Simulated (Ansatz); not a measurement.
Reaction (adduct formation): CH₃OH + `[InH3]` → `C[OH+][InH3-]`

Program: Ansatz. Geometries: PBE0-D4/def2-TZVP. ΔE: electronic, gas phase. CCSD(T)/CBS adds triple-zeta CCSD(T) − MP2 to the extrapolated MP2 energy (def2 sets, frozen cores). This one scheme is used for every species. DFT in def2-TZVPP. B3LYP here is the variant with VWN-RPA as its local correlation; programs differ in this. HSE06 is defined as in plane-wave codes. def2 core potentials past Kr. For In outer-core shells are correlated without core-valence functions, which leaves a few kJ/mol of doubt a bond.

```
             level  ΔE (kJ/mol)
         revPBE-D4        -53.2
            B97M-V        -64.4
           PBE0-D4        -58.8
          HSE06-D4        -58.2
            r2SCAN        -62.3
             B3LYP        -46.8
       HF/def2-SVP        -56.6
SCS-MP2/def2-QZVPP        -61.0
```

**Question.** What does CCSD(T)/CBS give? (Estimate.)

**Answer.** Ansatz gave: -66.2 kJ/mol. The listed levels differ from it by 13.0, 1.8, 7.4, 8.0, 3.9, 19.4, 9.6, 5.2 kJ/mol.

Largest T1 diagnostic among the species: 0.014.

At CCSD(T), def2-SVP lies −8.1 kJ/mol from the extrapolated value and def2-TZVPP +3.8 kJ/mol. In def2-TZVPP, CCSD(T) changes the Hartree–Fock value by −17.4 kJ/mol (the triples alone add −2.7 kJ/mol) and MP2 by −19.3 kJ/mol.
